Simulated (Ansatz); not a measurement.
PBE exchange is replaced step by step with exact exchange (0 % is PBE, 25 % PBE0; no dispersion term), basis def2-SVPD, Ansatz. System: [ScF6]3- (ScF₆³⁻). Total charge -3; singlet. Geometry: r2SCAN-D4/def2-SVPD.

Geometry of the singlet:

```xyz
7

Sc    0.000    0.000    0.000
F    -1.723    1.042    0.532
F     1.723   -1.042   -0.532
F     0.089   -0.827    1.910
F    -0.089    0.827   -1.910
F     1.167    1.603    0.639
F    -1.167   -1.603   -0.639
```

A multiply charged anion in the gas phase is held together partly by the finite basis. Removing one electron lowers the energy by 2.92 eV at PBE0-D4/def2-TZVPD, so it isn't bound. At PBE-D4/def2-SVPD, PBE with 10 % exact exchange/def2-SVPD, PBE with 15 % exact exchange/def2-SVPD, PBE0-D4/def2-SVPD and others the highest occupied level of the charge -3 singlet lies above zero (up to 6.50 eV). By energy differences it is unbound by 2.92 eV (vertical, against the charge -2 doublet, at PBE0-D4/def2-TZVPD) and held by the finite basis.

```csv
exact exchange (%),HOMO (eV),LUMO (eV),gap (eV)
0,6.50,9.96,3.45
15,5.42,10.24,4.83
25,4.66,10.42,5.76
40,3.50,10.67,7.17
```

Question: Fit a straight line to the column «gap (eV)» against the share of exact exchange and predict its value at 10 %.

Answer: With x = exact exchange (%) and y = gap (eV): mean x = 20, mean y = 5.303; Σ(x − x̄)(y − ȳ) = 79.05, Σ(x − x̄)² = 850; slope b = 0.093, intercept a = ȳ − b·x̄ = 3.443. The residuals of the fitted rows reach 0.01. At x = 10 the line gives 3.443 + (0.093 × 10) = 4.37; the run gave 4.37, the same within rounding.
